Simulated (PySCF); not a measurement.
Geometry (Å), atoms numbered from 1 in this order:
```xyz
20

C     3.146    0.088   -0.296
C     1.778    0.506    0.220
C     0.626   -0.237   -0.443
C    -0.742    0.178    0.076
C    -1.897   -0.556   -0.589
C    -3.253   -0.105   -0.102
F    -3.432    1.237   -0.350
H     3.237    0.269   -1.379
H     3.956    0.641    0.203
H     3.325   -0.987   -0.127
H     1.729    0.348    1.312
H     1.639    1.591    0.071
H     0.668   -0.074   -1.535
H     0.761   -1.325   -0.300
H    -0.883    1.262   -0.071
H    -0.785    0.015    1.169
H    -1.849   -0.415   -1.683
H    -1.815   -1.643   -0.414
H    -4.061   -0.660   -0.608
H    -3.353   -0.265    0.987
```

Geometry: PBE0-D3(BJ)/def2-SVP; GIAO absolute shieldings from PySCF 2.14.0 with density-fitted response routines, gas phase, non-relativistic, averaged over equivalent atoms.

At WP04/pcSseg-1 (184 basis functions, 27 s wall time (18 s CPU) on 1 thread of an x86-64 server CPU, shared host):
| atoms | σ (ppm) |
| --- | --- |
| C6 | 85.8 |
| C3 | 136.3 |
| C5 | 137.1 |
| C4 | 141.6 |
| C2 | 143.7 |
| C1 | 154.3 |
| F7 | 412.3 |
| H19/H20 | 27.28 |
| H17/H18 | 30.23 |
| H15/H16 | 30.26 |
| H11/H12 | 30.39 |
| H13/H14 | 30.55 |
| H8/H9/H10 | 30.59 |

Question: What do these become at PBE0/pcSseg-1?

Answer: 
```json
{"atoms": "C6", "σ at PBE0/pcSseg-1": "100.1", "change": "+14.3"}
{"atoms": "C3", "σ at PBE0/pcSseg-1": "148.3", "change": "+12.0"}
{"atoms": "C5", "σ at PBE0/pcSseg-1": "149.5", "change": "+12.4"}
{"atoms": "C4", "σ at PBE0/pcSseg-1": "154.6", "change": "+13.0"}
{"atoms": "C2", "σ at PBE0/pcSseg-1": "157.3", "change": "+13.6"}
{"atoms": "C1", "σ at PBE0/pcSseg-1": "167.8", "change": "+13.5"}
{"atoms": "F7", "σ at PBE0/pcSseg-1": "420.9", "change": "+8.6"}
{"atoms": "H19/H20", "σ at PBE0/pcSseg-1": "26.82", "change": "-0.46"}
{"atoms": "H17/H18", "σ at PBE0/pcSseg-1": "29.89", "change": "-0.34"}
{"atoms": "H15/H16", "σ at PBE0/pcSseg-1": "29.95", "change": "-0.31"}
{"atoms": "H11/H12", "σ at PBE0/pcSseg-1": "30.03", "change": "-0.36"}
{"atoms": "H13/H14", "σ at PBE0/pcSseg-1": "30.22", "change": "-0.33"}
{"atoms": "H8/H9/H10", "σ at PBE0/pcSseg-1": "30.25", "change": "-0.34"}
```

The largest change is at C6 (sp3 CH2 bonded to F). Cost: 184 basis functions, 32 s wall time (20 s CPU) on 1 thread of an x86-64 server CPU, shared host. The order of the carbon signals is the same at both levels.
